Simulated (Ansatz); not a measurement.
C2H6FNOSi (`C=NC(F)O[SiH3]`). The species carries charge 0 and has multiplicity 1. All single points use the PBE0-D4/def2-TZVP geometry. It is one conformer, not always the lowest.

```xyz
12

C     1.646    0.526   -1.111
N     0.865    0.479   -0.125
C     0.595   -0.774    0.509
F     1.022   -1.852   -0.231
O    -0.747   -0.914    0.716
Si   -1.854    0.313    0.505
H     1.825    1.489   -1.587
H     2.151   -0.352   -1.519
H     1.143   -0.818    1.459
H    -3.135   -0.336    0.869
H    -1.921    0.786   -0.899
H    -1.590    1.453    1.415
```

What is the dipole moment at r2SCAN/def2-TZVPP? (Best estimate.)

Computed: 2.06 D, with components (1.49, 1.25, -0.69) D in this frame, pointing from negative to positive charge.

And with PBE, B3LYP, ωB97M-V? (Best estimate.)

The calculation gave: PBE 1.98 D, B3LYP 2.13 D, ωB97M-V 2.17 D.

Give the Mulliken charges with r2SCAN, ωB97M-V, B3LYP in def2-TZVPP. (An estimate is asked.)

Computed: 
```
atom  r2SCAN  ωB97M-V  B3LYP
  C1    0.01    -0.06  -0.09
  N2   -0.29    -0.26  -0.24
  C3    0.43     0.33   0.37
  F4   -0.22    -0.22  -0.23
  O5   -0.36    -0.34  -0.35
 Si6    0.44     0.30   0.42
  H7    0.08     0.12   0.12
  H8    0.09     0.12   0.11
  H9    0.04     0.10   0.09
 H10   -0.07    -0.03  -0.07
 H11   -0.08    -0.03  -0.07
 H12   -0.07    -0.03  -0.07
```

B3LYP here is the variant with VWN-RPA as its local correlation; programs differ in this.
